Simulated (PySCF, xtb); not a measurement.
N,N-disilylpropan-2-amine (C3H13NSi2), SMILES CC(C)N([SiH3])[SiH3].

xtb with GFN2-xTB at its own geometry gives an orbital gap of 4.63 eV and a dipole moment of 0.87 D.

Coordinates come from a B3LYP-D3(BJ)/def2-SVP optimisation. Other conformers were not sampled.

Question: What does M06-2X/def2-TZVP (PySCF) give? (Estimate from the structure and the level; the computed values follow.)

Answer: gap 9.15 eV (levels -8.18 and 0.97 eV), dipole 1.11 D.
